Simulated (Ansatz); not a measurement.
Ti2O2, relaxed as a quintet with UKS PBE-D4/def2-SVP in Ansatz, starting from the PBE-D4/def2-SVP geometry of the neutral singlet. Force threshold 0.02 eV/Å.

At PBE-D4/def2-SVP a singlet of charge 0 lies 0.70 eV below the quintet, each at its own geometry. That singlet is doubtful there (restricted singlet, unstable towards broken spin symmetry at other levels and untested here). The structure comes from a short search, and lower isomers may exist.

Start:

```csv
atom,x (Å),y (Å),z (Å)
Ti1,-0.5666,0.8317,-0.4606
Ti2,0.9497,-0.5651,0.0619
O3,0.2474,0.7111,1.1858
O4,-0.6305,-0.9777,-0.7871
```

(1) Estimate the energy that the relaxation releases and the steps that it takes.

(2) Does the start keep its bonding and symmetry?

(3) Predict the relaxed structure.

## Answers

(1) 68.3 kJ/mol, in 18 steps; 52 s on 4 threads of Arm Neoverse V1 on a shared host. The force fell under the threshold at step 6, but the optimiser went on and released 0.003 eV more. No frequencies were taken in this run, so the end may be a saddle point.

(2) By distances, no bond broke or formed. The bond that changes most is Ti1–O3, from 1.84 to 1.90 Å (atoms count from 1). Point group C2v at the start, C2h at the end, both within 0.05 Å.

(3) 
Cartesian coordinates in Å:
```
Ti -0.8612 0.7625 -0.3173
Ti 0.8611 -0.7625 0.3173
O 0.4760 0.8577 1.0309
O -0.4760 -0.8577 -1.0309
```
Bond lengths (bridged metal pairs left out): 4 × O–Ti 1.81 to 1.90 Å.
